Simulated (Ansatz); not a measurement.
Two structures of SiH₅BrO, singlet, reached by relaxing down either side of one saddle point (PBE0-D4/def2-TZVP). Energies are electronic, without zero-point energy. Computed with Ansatz 0.2.0 (basis: def2-TZVPP and def2-QZVPP); correlated methods freeze the cores. Filled d shells of the heavier atoms are correlated. The def2 sets are not built for correlating such inner shells, so the correlated values are less sure here. Extrapolation: Hartree–Fock as exp(−7.88 √X), correlation as X^−2.97. First:

```
atom    x (Å)    y (Å)    z (Å)
 Si1   0.4211   0.8883  -0.4739
  H2   0.4325  -0.3768  -1.2717
  H3   1.5558   1.7394  -0.8965
  H4  -0.8678   1.5752  -0.7570
  O5   0.6334   0.5851   1.1265
  H6  -0.7257  -2.1049  -0.2325
 Br7  -1.4724  -2.2727   0.9689
  H8   0.0231  -0.0337   1.5361
```

Second:

```csv
atom,x (Å),y (Å),z (Å)
Si1,-0.2033,0.6672,0.4661
H2,0.7968,-1.7811,-2.8848
H3,0.8166,0.6182,-0.5970
H4,-1.2778,1.6460,0.1835
O5,0.5913,1.0024,1.8526
H6,0.3916,-1.8651,-2.2631
Br7,-1.2083,-1.3148,0.5713
H8,0.0932,1.0272,2.6713
```

**Question.** Which bonds change from the first to the second?

**Answer.** SiH₄O ([OH][SiH3]) + HBr → SiH₃BrO ([OH][SiH2][Br]) + H₂; bonds formed: Si1–Br7, H2–H6; bonds broken: Si1–H2, H6–Br7.

**Question.** Give the saddle point's structure and its height above each. (An estimate is asked for; the value comes from the calculation.)

**Answer.** Computed: 29.56 kcal/mol above the first and 48.43 kcal/mol above the second (CCSD(T) at an estimated basis limit (MP2 extrapolated from triple and quadruple zeta, plus CCSD(T) − MP2 in triple zeta)).
```xyz
8
angstrom
Si 0.1158 0.5564 -0.2077
H 0.4570 -0.7564 -1.2909
H 1.2108 1.2078 -0.9680
H -1.1849 1.0722 -0.6544
O 0.7005 0.5930 1.2985
H -0.1050 -1.1612 -0.7629
Br -1.3836 -1.5717 0.6649
H 0.1892 0.0598 1.9205
```

The T1 diagnostic stays at or below 0.011.

Labels in which every atom is bracketed show which atoms are joined, not bond orders.

For scale, one of the runs: CCSD(T)/def2-TZVPP, 191 basis functions, launched by `ansatz run in.yaml --threads 4 --pin off --events-out ev --progress --plain --max-ram 9574MiB`. Time: 54 s of wall clock on 4 CPU threads of an Arm Neoverse V2; the host was shared. Peak host memory: 2.1 GiB.
